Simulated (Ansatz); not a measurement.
Species: C$_{2}$H$_{10}$Si$_{2}$, SMILES `C[SiH2][SiH2]C` (C–Si–Si–C torsion 180°) (charge 0, multiplicity 1).

### Question
Give a relaxed geometry from PBE0-D3(BJ)/def2-TZVP in Ansatz (a quantum-chemistry and plane-wave program).

### Answer
Several could match; the one computed here: the end point of this relaxation, one of several conformers (outside a Z-matrix the atoms follow the SMILES, hydrogens last).
Cartesian coordinates (Å) in one orientation:
```xyz
14

C     -2.559    -0.085    -0.152
Si    -0.880     0.129     0.662
Si     0.880    -0.129    -0.860
C      2.559     0.085    -0.046
H     -3.362     0.040     0.577
H     -2.699     0.653    -0.945
H     -2.649    -1.079    -0.594
H     -0.787     1.482     1.286
H     -0.719    -0.866     1.763
H      0.787    -1.482    -1.484
H      0.719     0.866    -1.960
H      2.649     1.079     0.396
H      2.699    -0.653     0.747
H      3.362    -0.040    -0.775
```
